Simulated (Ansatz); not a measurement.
`[F][Ge]([F])([F])[I]` + HI → `[F][Ge]([F])([I])[I]` + H–F  (ligand exchange at a Ge–F bond)

Program: Ansatz. Geometries: PBE0-D4/def2-TZVP. ΔE: electronic, gas phase. CCSD(T)/CBS is the MP2 limit (def2-TZVPP, def2-QZVPP) plus CCSD(T) − MP2 in def2-TZVPP, frozen cores. This one scheme is used for every species. Functionals use def2-TZVPP. B3LYP here is the variant with VWN-RPA as its local correlation; programs differ in this. HSE06 is defined as in plane-wave codes. def2 core potentials past Kr. For Ge, I outer-core shells are correlated without core-valence functions, which leaves a few kJ/mol of doubt a bond. Scalar relativity is left out up to krypton.

```json
{"level": "LDA (SPW92)", "ΔE (kJ/mol)": "-22.7", "difference from CCSD(T)/CBS": "3.6"}
{"level": "PBE-D4", "ΔE (kJ/mol)": "-27.8", "difference from CCSD(T)/CBS": "-1.5"}
{"level": "revPBE-D4", "ΔE (kJ/mol)": "-28.2", "difference from CCSD(T)/CBS": "-1.9"}
{"level": "BLYP-D4", "ΔE (kJ/mol)": "-21.6", "difference from CCSD(T)/CBS": "4.7"}
{"level": "r2SCAN-D4", "ΔE (kJ/mol)": "-16.2", "difference from CCSD(T)/CBS": "10.1"}
{"level": "B97M-V", "ΔE (kJ/mol)": "-4.6", "difference from CCSD(T)/CBS": "21.7"}
{"level": "PBE0-D4", "ΔE (kJ/mol)": "-28.0", "difference from CCSD(T)/CBS": "-1.7"}
{"level": "B3LYP-D4", "ΔE (kJ/mol)": "-21.9", "difference from CCSD(T)/CBS": "4.4"}
{"level": "r2SCAN0-D4", "ΔE (kJ/mol)": "-19.8", "difference from CCSD(T)/CBS": "6.5"}
{"level": "HSE06-D4", "ΔE (kJ/mol)": "-28.6", "difference from CCSD(T)/CBS": "-2.3"}
{"level": "ωB97X-V", "ΔE (kJ/mol)": "-11.5", "difference from CCSD(T)/CBS": "14.8"}
{"level": "ωB97M-V", "ΔE (kJ/mol)": "-15.6", "difference from CCSD(T)/CBS": "10.7"}
{"level": "B2PLYP", "ΔE (kJ/mol)": "-13.6", "difference from CCSD(T)/CBS": "12.7"}
{"level": "PBE-QIDH", "ΔE (kJ/mol)": "-22.1", "difference from CCSD(T)/CBS": "4.2"}
{"level": "PBE", "ΔE (kJ/mol)": "-21.7", "difference from CCSD(T)/CBS": "4.6"}
{"level": "revPBE", "ΔE (kJ/mol)": "-20.3", "difference from CCSD(T)/CBS": "6.0"}
{"level": "BLYP", "ΔE (kJ/mol)": "-10.0", "difference from CCSD(T)/CBS": "16.3"}
{"level": "r2SCAN", "ΔE (kJ/mol)": "-14.9", "difference from CCSD(T)/CBS": "11.4"}
{"level": "PBE0", "ΔE (kJ/mol)": "-22.4", "difference from CCSD(T)/CBS": "3.9"}
{"level": "B3LYP", "ΔE (kJ/mol)": "-11.6", "difference from CCSD(T)/CBS": "14.7"}
{"level": "r2SCANh", "ΔE (kJ/mol)": "-16.3", "difference from CCSD(T)/CBS": "10.0"}
{"level": "HSE06", "ΔE (kJ/mol)": "-23.1", "difference from CCSD(T)/CBS": "3.2"}
{"level": "BHLYP", "ΔE (kJ/mol)": "-9.0", "difference from CCSD(T)/CBS": "17.3"}
{"level": "CAM-B3LYP", "ΔE (kJ/mol)": "-4.2", "difference from CCSD(T)/CBS": "22.1"}
{"level": "LC-ωPBE", "ΔE (kJ/mol)": "-9.6", "difference from CCSD(T)/CBS": "16.7"}
{"level": "HF/def2-SVP", "ΔE (kJ/mol)": "1.9", "difference from CCSD(T)/CBS": "28.2"}
{"level": "MP2/def2-SVP", "ΔE (kJ/mol)": "-4.1", "difference from CCSD(T)/CBS": "22.2"}
{"level": "CCSD/def2-SVP", "ΔE (kJ/mol)": "2.7", "difference from CCSD(T)/CBS": "29.0"}
{"level": "CCSD(T)/def2-SVP", "ΔE (kJ/mol)": "1.5", "difference from CCSD(T)/CBS": "27.8"}
{"level": "HF/def2-TZVPP", "ΔE (kJ/mol)": "1.0", "difference from CCSD(T)/CBS": "27.3"}
{"level": "MP2/def2-TZVPP", "ΔE (kJ/mol)": "-23.9", "difference from CCSD(T)/CBS": "2.4"}
{"level": "SCS-MP2/def2-TZVPP", "ΔE (kJ/mol)": "-14.1", "difference from CCSD(T)/CBS": "12.2"}
{"level": "CCSD/def2-TZVPP", "ΔE (kJ/mol)": "-9.5", "difference from CCSD(T)/CBS": "16.8"}
{"level": "CCSD(T)/def2-TZVPP", "ΔE (kJ/mol)": "-12.5", "difference from CCSD(T)/CBS": "13.8"}
{"level": "HF/def2-QZVPP", "ΔE (kJ/mol)": "2.8", "difference from CCSD(T)/CBS": "29.1"}
{"level": "MP2/def2-QZVPP", "ΔE (kJ/mol)": "-31.2", "difference from CCSD(T)/CBS": "-4.9"}
{"level": "SCS-MP2/def2-QZVPP", "ΔE (kJ/mol)": "-20.4", "difference from CCSD(T)/CBS": "5.9"}
{"level": "HF/CBS(def2)", "ΔE (kJ/mol)": "3.0", "difference from CCSD(T)/CBS": "29.3"}
{"level": "MP2/CBS(def2)", "ΔE (kJ/mol)": "-37.7", "difference from CCSD(T)/CBS": "-11.4"}
{"level": "CCSD/CBS(def2)", "ΔE (kJ/mol)": "-23.3", "difference from CCSD(T)/CBS": "3.0"}
{"level": "CCSD(T)/CBS", "ΔE (kJ/mol)": "-26.3", "difference from CCSD(T)/CBS": "0"}
```

Largest T1 diagnostic among the species: 0.011.

Leaving LDA and LC-ωPBE aside and taking each functional with its dispersion term where it has one, the values spread over 24.0 kJ/mol, from HSE06-D4 to B97M-V. At CCSD(T), def2-SVP lies +27.8 kJ/mol from the extrapolated value and def2-TZVPP +13.8 kJ/mol.
